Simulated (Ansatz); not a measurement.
`OC[CH2][SnH3]` and `OCCO[SiH3]` differ in one atom or group.

Ansatz, PBE0-D4/def2-TZVP geometries, multiplicity 1. Each molecule was computed in one conformer, which needn't be the lowest.

Elements past krypton have def2 core potentials.

| property | `OC[CH2][SnH3]` |
| --- | --- |
| size of the dipole moment (B3LYP/def2-TZVPP) / D | 1.22 |
| HOMO–LUMO gap (PBE0/def2-TZVPP) / eV | 8.21 |
| LUMO energy (B3LYP/def2-TZVPP) / eV | 0.02 |
| size of the dipole moment (PBE/def2-TZVPP) / D | 1.19 |
| HOMO energy (ωB97M-V/def2-TZVPP) / eV | -10.38 |
| LUMO energy (PBE/def2-TZVPP) / eV | -0.47 |

(1) Give the same properties after the change, and the shifts. (Best estimate.)

Answers

(1) Computed: 
```
                                        property  `OCCO[SiH3]`  shift
size of the dipole moment (B3LYP/def2-TZVPP) / D          1.69   0.47
            HOMO–LUMO gap (PBE0/def2-TZVPP) / eV          7.97  -0.24
             LUMO energy (B3LYP/def2-TZVPP) / eV         -0.13  -0.15
  size of the dipole moment (PBE/def2-TZVPP) / D          1.53   0.34
           HOMO energy (ωB97M-V/def2-TZVPP) / eV        -10.34   0.04
               LUMO energy (PBE/def2-TZVPP) / eV         -0.78  -0.31
```

Dipoles are sizes alone; their direction can turn.

B3LYP here is the variant with VWN-RPA as its local correlation; programs differ in this.
